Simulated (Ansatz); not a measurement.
Stretching the C2–B1 bond in CH5B (SMILES BC) (multiplicity 1 held, fragments rigid). Energies count from the point at 1.551 Å.
Geometry at that point (charge 0, multiplicity 1):
```xyz
7

B      0.86684     0.07932     0.01138
C     -0.67657    -0.06721    -0.04120
H      1.56564    -0.86459     0.22852
H      1.38572     1.14906    -0.10199
H     -0.99454     0.07635     1.00658
H     -1.03720    -1.05650    -0.32707
H     -1.19436     0.70236    -0.61575
```

Active spaces are followed from a long bond inwards. Levels need not reach the same state.

Correlated levels freeze the cores.

The values were computed with Ansatz (a quantum-chemistry and plane-wave program) with Gaussian orbitals. Each number belongs to the level named beside it.

**Question.** Give the energy at R = 4.964 Å at the level FIC-MRCISD+Q on CASSCF(2,2)/cc-pVDZ.

**Answer.** 113.8 kcal/mol

**Question.** Give the energy at R = 4.964 Å at the level CASSCF(2,2)/cc-pVDZ.

**Answer.** 100.7 kcal/mol

**Question.** Give the energy at R = 4.964 Å at the level SC-NEVPT2 on CASSCF(2,2)/cc-pVDZ.

**Answer.** 115.5 kcal/mol
